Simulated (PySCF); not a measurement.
# Radial density of Rb²¹⁺ (rubidium, charge +21)

UHF, [Ne] 3s2 3p4, high-spin 3P determinant. Calculation: PySCF 2.14, in an even-tempered Gaussian basis (18 s from 1.9 bohr⁻², ratio 2.5; 12 p from 2.4 bohr⁻², ratio 2.5; 5 d from 13 bohr⁻², ratio 2.7; 4 f from 20 bohr⁻², ratio 2.7); scalar relativity by spin-free X2C-1e.

```tsv
r (bohr)	4πr²ρ (e/bohr)	4πr²(ρα − ρβ)
0.0415	41.89	0.6660
0.0698	39.82	1.6948
0.117	53.96	1.5816
0.198	31.33	-0.0055
0.332	17.19	4.6763
0.559	10.45	3.3721
0.940	0.3042	0.0980
1.58	0.0003037	0.0001
```

Densities and radii are taken from the X2C orbitals without a picture-change correction, which distorts them close to the nucleus.

Spin-orbit coupling is strong in this species (close to jj coupling), so the high-spin LS determinant is a model state, not a physical level.

Task: Where is the radial spin density 4πr²(ρα − ρβ) most negative, and why is it negative at all?

Result: Around r = 0.198 bohr, down to -0.0055 e/bohr: exchange with the open shell polarises the paired shells in an unrestricted calculation.
